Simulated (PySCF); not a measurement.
Stationary points of SbN₂⁻

Computed with PBE0 in PySCF with Sb def2-TZVPD with ECP28, N def2-TZVPD; scalar-relativistic core potentials, no spin–orbit coupling; density-fitted integrals.

Relaxations began from a few typed shapes. The search is not exhaustive: other isomers or separated fragments can lie lower, and high-lying points may rest on an excited occupation.

Task: Order these stationary points by electronic energy, lowest first, in kJ/mol from the lowest minimum.
A. singlet D∞h: Sb–N 1.843 Å (×2); N–Sb–N 180.0°
B. singlet C2v: N–N 1.744 Å, Sb–N 1.936 Å (×2); N–N–Sb 63.2° (×2), N–Sb–N 53.5°

Result: A (0.0), B (33.6).

Task: Which of them are minima?

Result: By energy in kJ/mol, 0.0: minimum; 33.6: minimum.

Counting electrons, antimony keeps none of its valence electrons outside its bonds, so the VSEPR class is AX2 and the expected shape is linear (D∞h), as computed.

For the lowest minimum: the lowest empty level of this anion is unbound, so it and the gap depend on the basis.
